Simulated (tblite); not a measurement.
Record of a relaxation.

C3H9Ge2NO.
Atom-mapped SMILES: `[CH:1]#[C:2][Ge@@H:3]([NH:4][GeH3:5])[O:6][CH3:7]` (hydrogens: H8 on C1; H9 on Ge3; H10 on N4; H11, H12, H13 on Ge5; H14, H15, H16 on C7)

Computed with GFN2-xTB (tblite), gas phase: L-BFGS steps from a force-field or distance-geometry start until the largest atomic force falls under 0.01 eV/Å. 11 of its 120 geometries are shown.

Step 0: E = -592.4159 eV, largest atomic force 1.340 eV/Å
```
atom  x, y, z in Å  |  force x, y, z in eV/Å
C1     -1.343    3.047    0.363   -0.132   0.915   0.222
C2     -1.178    1.897    0.069    0.005  -0.326   0.169
Ge3    -0.878    0.070   -0.365   -0.485   0.171  -0.243
N4      0.689   -0.092   -1.362    0.198   0.587   0.317
Ge5     2.105    0.373   -0.228    0.341   0.027   0.218
O6     -0.793   -0.906    1.138   -0.033   0.414  -0.784
C7     -0.793   -2.256    0.768    0.112  -1.170   0.643
H8     -1.502    4.071    0.619    0.074  -0.440  -0.132
H9     -2.075   -0.415   -1.230    0.352  -0.016   0.205
H10     0.648    0.615   -2.110    0.034  -0.560   0.234
H11     3.433    0.284   -1.028   -0.557   0.010   0.211
H12     2.160   -0.601    0.973   -0.041   0.397  -0.589
H13     1.906    1.827    0.283    0.180  -0.538  -0.139
H14     0.093   -2.511    0.140   -0.604   0.050   0.236
H15    -1.742   -2.522    0.253    0.584  -0.035   0.081
H16    -0.735   -2.874    1.705   -0.026   0.514  -0.648
```

Step 12: E = -592.7472 eV, largest atomic force 0.209 eV/Å
```
atom  x, y, z in Å  |  force x, y, z in eV/Å
C1     -1.364    3.108    0.397   -0.047  -0.086   0.055
C2     -1.270    1.921    0.218   -0.063   0.018  -0.069
Ge3    -0.958    0.145   -0.408    0.140  -0.005  -0.097
N4      0.677    0.027   -1.241    0.029   0.036   0.041
Ge5     2.135    0.416   -0.204   -0.047   0.001  -0.049
O6     -0.843   -0.911    0.981   -0.085   0.162  -0.001
C7     -0.791   -2.302    0.766    0.006  -0.026   0.125
H8     -1.491    4.130    0.621    0.028  -0.032   0.015
H9     -2.024   -0.436   -1.312   -0.020   0.142  -0.117
H10     0.719    0.425   -2.168   -0.048  -0.040  -0.012
H11     3.344    0.269   -1.086   -0.068   0.015   0.006
H12     2.155   -0.589    0.897    0.035   0.051  -0.016
H13     2.041    1.817    0.343    0.107  -0.067   0.024
H14     0.077   -2.600    0.172    0.078   0.061   0.016
H15    -1.689   -2.661    0.259   -0.054  -0.038   0.000
H16    -0.727   -2.750    1.754    0.009  -0.193   0.080
```

Step 24: E = -592.8076 eV, largest atomic force 0.230 eV/Å
```
atom  x, y, z in Å  |  force x, y, z in eV/Å
C1     -1.407    3.072    0.441    0.002   0.024   0.033
C2     -1.338    1.897    0.194   -0.011   0.022   0.077
Ge3    -0.994    0.143   -0.448    0.094   0.164  -0.131
N4      0.671    0.084   -1.199    0.073  -0.067  -0.094
Ge5     2.167    0.432   -0.225   -0.018  -0.043   0.003
O6     -0.995   -0.913    0.940   -0.073  -0.024   0.036
C7     -0.800   -2.307    0.813   -0.030  -0.003   0.005
H8     -1.493    4.091    0.693   -0.033  -0.004   0.025
H9     -1.992   -0.264   -1.510   -0.034  -0.080  -0.038
H10     0.718    0.307   -2.183   -0.017   0.009   0.128
H11     3.320    0.265   -1.171   -0.014  -0.017   0.013
H12     2.198   -0.576    0.875    0.054  -0.021  -0.017
H13     2.199    1.803    0.391   -0.022   0.022  -0.055
H14     0.114   -2.539    0.256   -0.036   0.016   0.052
H15    -1.652   -2.764    0.302    0.058  -0.067   0.014
H16    -0.723   -2.723    1.821    0.005   0.067  -0.052
```

Step 36: E = -592.8466 eV, largest atomic force 0.064 eV/Å
```
atom  x, y, z in Å  |  force x, y, z in eV/Å
C1     -1.446    3.051    0.522   -0.017   0.002   0.008
C2     -1.356    1.896    0.200   -0.009  -0.003  -0.010
Ge3    -1.015    0.169   -0.518    0.019  -0.059   0.015
N4      0.689    0.012   -1.176    0.021   0.010   0.013
Ge5     2.208    0.394   -0.248    0.033   0.009   0.000
O6     -1.228   -0.921    0.834    0.031   0.028  -0.025
C7     -0.828   -2.276    0.840   -0.001   0.060  -0.005
H8     -1.561    4.051    0.830   -0.011   0.024   0.044
H9     -1.938   -0.171   -1.669   -0.026   0.008  -0.031
H10     0.745    0.283   -2.146   -0.004  -0.014  -0.043
H11     3.331    0.229   -1.228   -0.018  -0.027  -0.009
H12     2.320   -0.601    0.857   -0.007  -0.006   0.030
H13     2.250    1.788    0.317   -0.036  -0.026  -0.002
H14     0.138   -2.409    0.345   -0.011  -0.029   0.020
H15    -1.573   -2.904    0.344    0.032   0.018   0.000
H16    -0.743   -2.582    1.884    0.003   0.006  -0.005
```

Step 48: E = -592.8556 eV, largest atomic force 0.078 eV/Å
```
atom  x, y, z in Å  |  force x, y, z in eV/Å
C1     -1.480    3.034    0.571   -0.015  -0.032   0.017
C2     -1.372    1.902    0.179    0.024   0.042   0.009
Ge3    -1.010    0.187   -0.567    0.007  -0.009  -0.026
N4      0.698   -0.002   -1.197   -0.010   0.003   0.016
Ge5     2.213    0.365   -0.257   -0.048  -0.042  -0.001
O6     -1.230   -0.892    0.785   -0.041   0.019   0.043
C7     -0.815   -2.238    0.852    0.011   0.031   0.019
H8     -1.613    4.011    0.944   -0.003  -0.036  -0.008
H9     -1.929   -0.129   -1.735    0.008  -0.008   0.013
H10     0.775    0.227   -2.176    0.010  -0.009  -0.026
H11     3.321    0.169   -1.243    0.057   0.009  -0.006
H12     2.332   -0.609    0.871   -0.040  -0.003  -0.022
H13     2.228    1.759    0.295    0.026   0.038   0.003
H14     0.172   -2.376    0.401   -0.041  -0.025  -0.025
H15    -1.538   -2.893    0.355    0.075   0.021   0.007
H16    -0.759   -2.506    1.909   -0.021   0.000  -0.014
```

Step 60: E = -592.8617 eV, largest atomic force 0.022 eV/Å
```
atom  x, y, z in Å  |  force x, y, z in eV/Å
C1     -1.511    3.006    0.621    0.009   0.014  -0.005
C2     -1.354    1.907    0.158   -0.009  -0.014  -0.006
Ge3    -1.000    0.198   -0.603   -0.005   0.018   0.012
N4      0.706   -0.016   -1.230   -0.007   0.005  -0.013
Ge5     2.208    0.344   -0.270    0.011   0.011  -0.010
O6     -1.226   -0.853    0.773   -0.010  -0.010  -0.015
C7     -0.804   -2.195    0.864    0.000   0.008   0.002
H8     -1.667    3.963    1.033   -0.006  -0.006   0.005
H9     -1.927   -0.124   -1.760    0.008  -0.006   0.008
H10     0.793    0.172   -2.217    0.000   0.003   0.000
H11     3.347    0.136   -1.223    0.001  -0.012   0.005
H12     2.276   -0.628    0.862   -0.005   0.004   0.007
H13     2.236    1.746    0.269    0.005  -0.008   0.000
H14     0.193   -2.334    0.435    0.003   0.001   0.001
H15    -1.503   -2.862    0.353    0.004   0.006   0.005
H16    -0.775   -2.451    1.924    0.001  -0.014   0.004
```

Step 71: E = -592.8622 eV, largest atomic force 0.023 eV/Å
```
atom  x, y, z in Å  |  force x, y, z in eV/Å
C1     -1.514    3.004    0.626   -0.010  -0.010   0.003
C2     -1.362    1.908    0.155    0.003   0.002   0.003
Ge3    -1.000    0.202   -0.607   -0.002  -0.010   0.000
N4      0.706   -0.008   -1.235   -0.007  -0.002   0.009
Ge5     2.211    0.341   -0.275   -0.005  -0.001  -0.008
O6     -1.236   -0.853    0.766    0.000   0.002  -0.023
C7     -0.802   -2.190    0.866    0.001   0.003   0.002
H8     -1.677    3.954    1.051    0.003   0.011  -0.002
H9     -1.922   -0.124   -1.767   -0.002   0.000  -0.001
H10     0.792    0.173   -2.224    0.006   0.007   0.012
H11     3.351    0.112   -1.220    0.001  -0.003  -0.004
H12     2.267   -0.623    0.865   -0.010  -0.002   0.008
H13     2.251    1.744    0.260    0.009   0.003  -0.006
H14     0.199   -2.322    0.443    0.003  -0.004   0.011
H15    -1.490   -2.867    0.355   -0.006   0.012  -0.010
H16    -0.779   -2.442    1.927    0.016  -0.009   0.006
```

Step 83: E = -592.8642 eV, largest atomic force 0.026 eV/Å
```
atom  x, y, z in Å  |  force x, y, z in eV/Å
C1     -1.543    2.998    0.638    0.000   0.003  -0.002
C2     -1.397    1.906    0.157    0.009  -0.005   0.002
Ge3    -1.011    0.205   -0.609    0.003   0.009  -0.008
N4      0.699    0.027   -1.241   -0.008  -0.004  -0.009
Ge5     2.212    0.325   -0.277   -0.008  -0.007   0.006
O6     -1.222   -0.851    0.765    0.011  -0.002   0.005
C7     -0.780   -2.185    0.862   -0.017  -0.003  -0.002
H8     -1.698    3.947    1.068   -0.009  -0.004  -0.004
H9     -1.928   -0.147   -1.767    0.013   0.017   0.014
H10     0.785    0.262   -2.218   -0.003  -0.007   0.003
H11     3.345   -0.028   -1.193   -0.001  -0.004  -0.008
H12     2.184   -0.582    0.907    0.000   0.006   0.009
H13     2.350    1.748    0.183    0.003   0.008   0.001
H14     0.232   -2.307    0.461   -0.019   0.002   0.010
H15    -1.454   -2.860    0.330    0.009  -0.011  -0.012
H16    -0.780   -2.448    1.922    0.018   0.002  -0.003
```

Step 95: E = -592.8650 eV, largest atomic force 0.032 eV/Å
```
atom  x, y, z in Å  |  force x, y, z in eV/Å
C1     -1.566    2.996    0.650   -0.003   0.030   0.010
C2     -1.396    1.907    0.169   -0.007  -0.019  -0.006
Ge3    -1.008    0.212   -0.607   -0.009   0.013   0.001
N4      0.697    0.038   -1.245    0.001  -0.008   0.016
Ge5     2.211    0.314   -0.279    0.011   0.001  -0.002
O6     -1.219   -0.852    0.759    0.007  -0.012   0.008
C7     -0.768   -2.183    0.858    0.000  -0.001  -0.008
H8     -1.738    3.942    1.079   -0.002  -0.004  -0.002
H9     -1.924   -0.126   -1.767   -0.011   0.005  -0.002
H10     0.783    0.285   -2.220    0.003  -0.007  -0.011
H11     3.330   -0.118   -1.179    0.020   0.002   0.001
H12     2.140   -0.545    0.938    0.000  -0.003   0.009
H13     2.406    1.747    0.132   -0.001   0.002  -0.011
H14     0.249   -2.296    0.470   -0.007   0.006  -0.001
H15    -1.428   -2.864    0.314   -0.003  -0.001   0.000
H16    -0.778   -2.448    1.917    0.003  -0.004  -0.002
```

Step 107: E = -592.8660 eV, largest atomic force 0.012 eV/Å
```
atom  x, y, z in Å  |  force x, y, z in eV/Å
C1     -1.589    3.006    0.655   -0.001  -0.004   0.001
C2     -1.400    1.913    0.191    0.002   0.004   0.001
Ge3    -1.005    0.223   -0.593    0.000  -0.003   0.001
N4      0.697    0.041   -1.239   -0.004  -0.003   0.004
Ge5     2.219    0.306   -0.280   -0.008   0.001   0.000
O6     -1.215   -0.859    0.762    0.003   0.004  -0.004
C7     -0.759   -2.189    0.846    0.000   0.003   0.000
H8     -1.777    3.954    1.074    0.003  -0.004   0.002
H9     -1.933   -0.094   -1.751    0.004  -0.010  -0.004
H10     0.781    0.278   -2.216   -0.004  -0.007   0.006
H11     3.334   -0.193   -1.151    0.000  -0.002  -0.006
H12     2.112   -0.500    0.970    0.005   0.005   0.009
H13     2.451    1.750    0.067    0.005   0.006   0.001
H14     0.259   -2.293    0.458   -0.003   0.007  -0.009
H15    -1.415   -2.867    0.294   -0.001   0.005   0.002
H16    -0.767   -2.466    1.902   -0.002  -0.002  -0.005
```

Step 119: E = -592.8668 eV, largest atomic force 0.008 eV/Å
```
atom  x, y, z in Å  |  force x, y, z in eV/Å
C1     -1.611    3.006    0.671   -0.003  -0.001  -0.006
C2     -1.413    1.917    0.200    0.002   0.005   0.000
Ge3    -1.009    0.231   -0.586   -0.002  -0.001  -0.004
N4      0.694    0.045   -1.222   -0.001   0.000  -0.005
Ge5     2.225    0.302   -0.277    0.002   0.001   0.000
O6     -1.219   -0.855    0.766   -0.001   0.000   0.002
C7     -0.752   -2.183    0.830   -0.002   0.000   0.001
H8     -1.807    3.951    1.094    0.005  -0.003   0.006
H9     -1.927   -0.095   -1.750    0.001   0.002   0.003
H10     0.779    0.253   -2.206    0.004   0.000   0.004
H11     3.320   -0.276   -1.126   -0.003   0.001   0.004
H12     2.097   -0.437    1.012   -0.001   0.005  -0.003
H13     2.510    1.752   -0.003   -0.001   0.002  -0.002
H14     0.264   -2.271    0.434    0.000  -0.007  -0.002
H15    -1.407   -2.856    0.271    0.001  -0.004   0.003
H16    -0.753   -2.476    1.881   -0.002   0.001  -0.001
```

Task: Summarise the path.

Result: The energy falls by 43.51 kJ/mol from step 0 to step 119; nine tenths of that is first reached at step 28. It falls at every step. The largest force goes from 1.340 to 0.008 eV/Å. Among the bonds N4–Ge5 changes most (a near tie, within 0.001 Å, with another), from 1.873 to 1.817 Å; the atoms move by 0.435 Å rms after alignment.

Task: Follow the three bonds and two angles with the largest change from start to end.

Result: 
| step | E above end (kJ/mol) | largest force (eV/Å) | N4–Ge5 (Å) | Ge5–H12 (Å) | Ge5–H11 (Å) | Ge3–N4–Ge5 (°) | Ge3–O6–C7 (°) |
| --- | --- | --- | --- | --- | --- | --- | --- |
| 0 | 43.51 | 1.340 | 1.873 | 1.547 | 1.553 | 106.9 | 107.7 |
| 5 | 22.48 | 0.511 | 1.838 | 1.480 | 1.490 | 111.6 | 112.9 |
| 10 | 12.74 | 0.219 | 1.819 | 1.487 | 1.501 | 116.2 | 117.9 |
| 16 | 8.83 | 0.201 | 1.828 | 1.494 | 1.497 | 116.6 | 120.2 |
| 21 | 6.71 | 0.168 | 1.815 | 1.488 | 1.495 | 120.4 | 121.6 |
| 26 | 4.92 | 0.173 | 1.817 | 1.495 | 1.504 | 123.0 | 122.3 |
| 31 | 2.84 | 0.158 | 1.822 | 1.494 | 1.497 | 125.2 | 124.2 |
| 36 | 1.95 | 0.064 | 1.820 | 1.492 | 1.500 | 125.0 | 124.5 |
| 41 | 1.61 | 0.109 | 1.819 | 1.494 | 1.500 | 126.0 | 125.1 |
| 47 | 1.17 | 0.081 | 1.822 | 1.496 | 1.497 | 125.4 | 126.1 |
| 52 | 0.77 | 0.083 | 1.818 | 1.493 | 1.500 | 124.9 | 125.8 |
| 57 | 0.54 | 0.051 | 1.821 | 1.496 | 1.497 | 124.2 | 125.8 |
| 62 | 0.48 | 0.013 | 1.819 | 1.494 | 1.499 | 124.6 | 125.9 |
| 67 | 0.46 | 0.012 | 1.818 | 1.494 | 1.499 | 124.6 | 126.0 |
| 72 | 0.44 | 0.024 | 1.819 | 1.494 | 1.498 | 124.6 | 125.9 |
| 78 | 0.34 | 0.026 | 1.819 | 1.493 | 1.500 | 125.1 | 126.1 |
| 83 | 0.26 | 0.026 | 1.819 | 1.492 | 1.499 | 125.3 | 126.1 |
| 88 | 0.23 | 0.018 | 1.819 | 1.493 | 1.500 | 125.3 | 126.2 |
| 93 | 0.19 | 0.025 | 1.817 | 1.492 | 1.499 | 125.1 | 126.2 |
| 98 | 0.15 | 0.025 | 1.818 | 1.491 | 1.499 | 125.4 | 126.5 |
| 103 | 0.10 | 0.023 | 1.818 | 1.492 | 1.501 | 125.2 | 126.4 |
| 109 | 0.07 | 0.018 | 1.818 | 1.491 | 1.500 | 125.4 | 126.3 |
| 114 | 0.03 | 0.017 | 1.818 | 1.491 | 1.501 | 126.0 | 126.1 |
| 119 | 0.00 | 0.008 | 1.817 | 1.491 | 1.501 | 126.1 | 125.5 |

The cost below is that of the whole relaxation. On an Arm Neoverse N1 with one thread, on a shared host, this took 1.5 s of wall time.
